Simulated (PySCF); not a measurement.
A compound of formula C14H18BP has these computed shifts in ppm, with the number of atoms in brackets (GIAO KT3/pcSseg-2, gas phase, PySCF SCF with an in-house response code, fitting set def2-universal-JFIT, grid level 2, non-relativistic, on the PBE0-D3(BJ)/def2-SVP geometry; 11B against isolated BF3·OEt2; 13C, 1H against isolated TMS; 31P against isolated H3PO4).

1H: 7.70 (2), 7.52 (1), 7.36 (1), 7.32 (1), 7.31 (2), 7.25 (1), 7.11 (1), 2.17 (3), 1.62 (3), 1.33 (3)
13C: 143.2 (1), 133.2 (1), 131.1 (1), 131.0 (2), 129.5 (1), 128.1 (1), 128.1 (1), 127.9 (1), 126.4 (2), 123.0 (1), 24.3 (1), 17.1 (1)
11B: -44.9 (1)
31P: -0.6 (1)

Problem. Which structure gave them?

Solution. [BH3-][P@@+](C)(c1ccccc1)c1ccccc1C (methylphenyl(o-tolyl)phosphine borane). Other isomers were not compared.
